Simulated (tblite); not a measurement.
Compound: C5H16Si2.
Atom-mapped SMILES: `[CH3:1][CH2:2][C@@H:3]([CH2:4][SiH3:5])[SiH2:6][CH3:7]` (hydrogens: H8, H9, H10 on C1; H11, H12 on C2; H13 on C3; H14, H15 on C4; H16, H17, H18 on Si5; H19, H20 on Si6; H21, H22, H23 on C7)

Cartesian coordinates in Å at the GFN2-xTB level; atoms count from 1:
```xyz
23
C5H16Si2 angstrom
C     -0.7820   -2.2050   -0.0308
C     -0.1667   -1.2413   -1.0373
C     -0.0433    0.2032   -0.5304
C     -1.4252    0.8216   -0.2898
Si    -1.4692    2.7191   -0.2475
Si     1.1026    0.3578    0.9936
C      2.6604   -0.7036    0.7659
H     -1.7902   -1.8981    0.2354
H     -0.8350   -3.2068   -0.4532
H     -0.1852   -2.2463    0.8773
H      0.8260   -1.6045   -1.3151
H     -0.7776   -1.2476   -1.9466
H      0.4281    0.7658   -1.3472
H     -2.0966    0.4926   -1.0907
H     -1.8473    0.4302    0.6377
H     -0.8386    3.2464   -1.4613
H     -2.8703    3.1503   -0.2124
H     -0.7803    3.2449    0.9311
H      0.3994   -0.0545    2.2181
H      1.5193    1.7592    1.1439
H      3.3351   -0.5674    1.6051
H      3.1998   -0.4261   -0.1351
H      2.4321   -1.7628    0.6991
```

Calculated harmonic vibrations of the isolated species, GFN2-xTB (tblite), most abundant isotopes, no scaling. The method is semi-empirical: single wavenumbers can be off by several per cent or more. Modes of hydrogen on silicon can be 10 to 20 % off. One conformer, not necessarily the lowest.

Harmonic wavenumbers (cm⁻¹): 47.4, 61.5, 100.4, 123.4, 133.7, 149.6, 168.2, 220.9, 245.2, 303.5, 321.1, 433.3, 501.5, 510.7, 539.8, 591.1, 666.5, 686.8, 757.6, 769.5, 781.6, 791.2, 795.7, 800.9, 813.9, 826.7, 831.2, 845.6, 938.1, 1024.0, 1059.7, 1104.1, 1123.5, 1152.0, 1240.2, 1253.1, 1295.9, 1321.3, 1359.3, 1373.7, 1414.3, 1489.0, 1490.1, 1493.8, 1503.5, 1508.4, 1510.0, 2193.3, 2210.3, 2239.6, 2242.8, 2269.2, 2888.9, 2921.8, 2931.6, 2967.2, 2971.2, 3023.4, 3033.2, 3037.0, 3043.0, 3043.4, 3048.2.

A = 2109, B = 1045, C = 779.3 MHz; mass 132.079 u (most abundant isotopes); point group C1, symmetry number 1.

Problem. Zero-point energy?

Solution. ½Σν̃ = 41268 cm⁻¹ = 117.99 kcal/mol.

Problem. Entropy at 350 K, 1 bar (ideal gas, RRHO, classical rotation)?

Solution. Translation 41.37, rotation 30.09, vibration 43.48: S = 114.9 cal/(mol K).

Problem. And Cp and H(350 K) − H(0)?

Solution. Cp = 52.30 cal/(mol K), of which vibrations give 44.35 (their classical limit is 63 R = 125.2); H(350 K) − H(0) = 10.71 kcal/mol without the zero-point energy, 7.93 from vibrations.

Problem. What must be added to the electronic energy to get the Gibbs energy at 350 K and 1 bar?

Solution. ZPE + [H(350 K) − H(0)] − T·S = 117.99 + 10.71 − 40.23 = 88.47 kcal/mol.

Problem. Which modes carry the vibrational entropy at 350 K?

Solution. 47.4 cm⁻¹: 5.24; 61.5 cm⁻¹: 4.73; 100.4 cm⁻¹: 3.76; 123.4 cm⁻¹: 3.36; 133.7 cm⁻¹: 3.20; 149.6 cm⁻¹: 2.98 cal/(mol K); the other 57 give 20.21 together.

Problem. How do the functions run with temperature in this model?

Solution. 
```csv
T (K),S (cal/(mol K)),Cp (cal/(mol K)),H − H(0) (kcal/mol),G − H(0) (kcal/mol),ln q(vib)
150,82.5,27.8,2.71,-9.67,3.86
250,99.5,40.0,6.09,-18.79,7.20
298.15,107.1,46.0,8.16,-23.76,8.79
400,122.3,58.0,13.47,-35.45,12.10
600,149.5,76.3,27.00,-62.69,18.46
900,184.2,94.7,52.87,-112.91,27.39
```

q(vib) and H(0) count from the zero-point level.

Hindered rotation and anharmonicity are outside this model. Other conformers, if any are populated, would add a mixing term that is left out. The structure is chiral; the term R ln 2 for an equal mix with its mirror image is left out.
